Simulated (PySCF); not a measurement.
Be(Cl)(OSiH3) (BeClH3OSi), SMILES [SiH3][O][Be][Cl].

Geometry optimised at PBE0-D3(BJ)/def2-SVP. The values are those of a single conformer.

Level of theory: IEF-PCM-B3LYP/def2-SVP run with PySCF.

The values are the electrostatic part of the solvation free energy, E(continuum) − E(gas) at the gas-phase geometry, in a cavity of scaled van der Waals radii (PySCF's table); cavitation and dispersion terms are not included. A continuum can't describe solvent molecules that bind to the metal. In vacuum the orbital gap is 8.11 eV. The dipole moment in vacuum is 1.23 D.

Estimate the values in water (ε = 78.36), acetonitrile (ε = 35.69), cyclohexanone (ε = 15.62). (An estimate is asked for; the answer gives what the named calculation found.)


| solvent | ε | ΔG(elec) (kcal/mol) | dipole (D) | gap (eV) |
|---|---|---|---|---|
| water | 78.36 | -3.6 | 1.45 | 8.28 |
| acetonitrile | 35.69 | -3.5 | 1.45 | 8.27 |
| cyclohexanone | 15.62 | -3.3 | 1.44 | 8.26 |
